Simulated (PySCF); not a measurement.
CH8FN3Si, SMILES N[Si](CF)(N)N. The structure is a stationary point at PBE0-D3(BJ)/def2-SVP. This is a generated structure with no PubChem entry under its InChIKey; it may be hypothetical. Other conformers were not sampled.

Computed equilibrium geometry at PBE0-D3(BJ)/def2-SVP (PySCF confirms it by a frequency run) as Cartesian coordinates in Å (one conformer of several):
```xyz
14

N     -1.8383     0.0843     0.5453
Si    -0.1906    -0.3145     0.2126
N     -0.0790    -1.0824    -1.3264
N      0.3099    -1.1642     1.6320
C      1.0554     1.1094     0.0243
F      0.9639     1.6596    -1.2509
H     -2.1055     0.4854     1.4368
H     -2.4225     0.4304    -0.2061
H      0.2945    -0.5294    -2.0902
H     -0.7494    -1.7706    -1.6460
H     -0.3360    -1.8301     2.0423
H      1.2614    -1.5073     1.7006
H      2.0937     0.7598     0.1755
H      0.8759     1.9070     0.7668
```
